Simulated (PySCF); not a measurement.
# C₆ coefficients of unlike pairs at PBE

Calculated with PySCF 2.14 from the dipole response of each species, C₆(A,B) = (3/π) ∫ α_A(iu) α_B(iu) du, in atomic units, from isotropic polarisabilities. For ions this is the dispersion term alone; charge-induced terms of lower order in 1/R come first.

```csv
species,configuration,basis,relativity,α (bohr³),C₆ (like pair)
Si,[Ne] 3s2 3p2 (3P),aug-cc-pVTZ-DK (6s5p3d2f),spin-free X2C,41.41,342.6
Ar(2+),[Ne] 3s2 3p4 (3P),aug-cc-pV(Q+d)Z (7s6p5d3f2g),none,4.829,16.96
N,[He] 2s2 2p3 (4S),aug-cc-pwCVDZ (5s4p2d),none,7.436,25.25
Cl(3+),[Ne] 3s2 3p2 (3P),aug-cc-pCVQZ-DK (10s9p7d5f3g),spin-free X2C,4.326,11.72
```

Task: Estimate C₆ for Cl(3+) with Ar(2+).

Result: The integral gives 14.07. The combination rule 2 C_A C_B / (C_A α_B/α_A + C_B α_A/α_B) gives 14.06 and the geometric mean 14.10.

No spin-orbit coupling is included.

The other pairs:

```
      pair     C₆
Ar(2+), Si  64.10
 N, Ar(2+)  20.35
 Cl(3+), N  17.08
Cl(3+), Si  55.22
     N, Si  85.75
```
